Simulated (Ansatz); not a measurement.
A run for Ansatz (an electronic-structure program): R-B3LYP/def2-TZVPPD on CH6OS (a complex), monomers drawn apart or pushed together. Files ending in .json are basis or fitting sets from the Basis Set Exchange.

Ansatz 0.2 input:
```yaml
crystal:
  periodic: [false, false, false]
  atoms:
    - {symbol: O, position_ang: [-0.03098846, 0.48258715, 0.03750103]}
    - {symbol: H, position_ang: [-0.75444394, 0.09814165, -0.46915380]}
    - {symbol: H, position_ang: [0.77515782, 0.20624057, -0.41157500]}
    - {symbol: C, position_ang: [-0.37187369, 0.51649061, 5.92906541]}
    - {symbol: S, position_ang: [-0.21224962, -1.08949883, 5.08059985]}
    - {symbol: H, position_ang: [-1.27920794, 1.03375441, 5.62393312]}
    - {symbol: H, position_ang: [-0.43062544, 0.30137957, 6.99466955]}
    - {symbol: H, position_ang: [0.49597897, 1.14636229, 5.74458075]}
    - {symbol: H, position_ang: [-0.15939681, -0.60245397, 3.82640871]}
basis:
  gaussian:
    orbitals: def2-TZVPPD.json
hamiltonian:
  xc: {name: B3LYP}
scf: {lower_state_search: off}
```

Output:

```
WARN ansatz: RAYON_NUM_THREADS=1 ignored (pool sized by the plan → 1); use --threads N
Functional definition: B3LYP
these checks for a lower state are left out or cut short: stability, starts, cluster_reference, orbital_swaps, neighbouring_geometries, increment
integrals: 0.11 GiB planned
1056 factors; their error is unknown
mean field: 1.03 GiB planned
mean field evaluation 1: about -14010.6633 eV, gradient 7.1e1 eV
mean field evaluation 2: about -13995.0711 eV, gradient 1.1e2 eV
mean field evaluation 4: about -14019.8642 eV, gradient 6.0e0 eV
mean field evaluation 8: about -14019.9421 eV, gradient 2.0e-1 eV
mean field evaluation 16: about -14019.9541 eV, gradient 1.6e-4 eV
mean field -14019.95405344 eV, -515.2238083976 hartree, gradient 4.2e-6 eV, S^2 0.000000; 0 other end points of the search recorded, 0 dependent functions left out
reference -14019.95439382 eV, -515.2238209066 hartree; 18, 18 occupied and 212, 212 virtual orbitals, 1056 factors
Total energy: -14019.95439382 eV, -515.2238209066 hartree
Checks for a lower state left out: stability, starts, cluster_reference, orbital_swaps, neighbouring_geometries, increment
```

Self-consistency was reached.

Cost: very roughly 4 core-seconds.
